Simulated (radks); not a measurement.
The numbers below are computed, except where a source is named.
Q: The mean radii <r> (bohr) of the occupied orbitals of an atom or ion are listed with their occupations. Code: a radial shooting solver on a logarithmic mesh with Libxc functionals. Model: non-relativistic Kohn-Sham, exchange-only LDA, spin-unpolarised, spherical densities, point nucleus.

| orbital | occ. | <r> |
|---|---|---|
| 1s | 2 | 0.3291 |

Name the element and its charge.

A: Z = 5, boron, charge +3: B3+ in [He]. The 1s radius gives Z: for a bare nucleus <r> = 1.5/Z, 0.3 bohr for Z = 5, and screening makes it slightly larger (0.3291 here). The occupations add up to 2, and the charge is Z minus that.
